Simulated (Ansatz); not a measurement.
`F[BH][GaH][F]` + H₂S → `FBS` + `[F][GaH2]` at 298.15 K and 1 bar (cleavage of the B–Ga bond).

Isolated molecules relaxed with PBE0-D4/def2-TZVP in Ansatz; ΔE leaves out vibrations. CCSD(T)/CBS is the MP2 limit (def2-TZVPP, def2-QZVPP) plus CCSD(T) − MP2 in def2-TZVPP, frozen cores. This one scheme is used for every species. For Ga outer-core shells are correlated without core-valence functions, which leaves a few kJ/mol of doubt a bond. Scalar relativity is left out up to krypton. Each species was taken in one conformer, which may not be the lowest.

```csv
species,CCSD(T)/CBS energy (Eh),H − E (kJ/mol),S (J/(mol·K))
`F[BH][GaH][F]`,-2149.58538,79.6,330.0
H₂S,-398.97279,49.9,205.7
`FBS`,-523.64132,78.3,268.1
`[F][GaH2]`,-2024.95631,51.0,253.1
```

H − E and S are ideal-gas, rigid-rotor, harmonic terms from PBE0-D4/def2-TZVP, for one conformer and one mirror image of each species. 1 Eh = 2625.50 kJ/mol, R = 8.31446 J/(mol·K).

Q: By hand: ΔE, ΔH, ΔS and ΔG.

A: ΔE = (-523.64132) + (-2024.95631) − (-2149.58538) − (-398.97279) = -0.03946 Eh = -103.6 kJ/mol. Δ(H − E) = 78.3 + 51.0 − 79.6 − 49.9 = -0.2, so ΔH = -103.8 kJ/mol. ΔS = 268.1 + 253.1 − 330.0 − 205.7 = -14.5 J/(mol·K). ΔG = -103.8 − 298.15 × (-14.5)/1000 = -99.5 kJ/mol.

Q: By hand: the equilibrium constant, and the temperature at which ΔG would vanish if ΔH and ΔS stayed fixed.

A: log₁₀ K = −ΔG/(RT ln 10) = 17.4. ΔG = 0 at ΔH/ΔS = 7159 K, far beyond where these terms or the molecules hold.

The number of gas molecules stays the same, so ΔS is small and ΔH decides. A doubt of 5 kJ/mol in ΔE shifts log₁₀ K by 0.9 here. Other conformers and mirror images would add mixing entropy, several J/(mol·K) or more a flexible species. Modes under 60 cm⁻¹, often nearly free rotors, make the harmonic entropy too high. These are equilibria of isolated gas molecules and say nothing of rates. Largest T1 diagnostic: 0.015 (customary marks: 0.02 for closed shells, 0.045 for open ones).
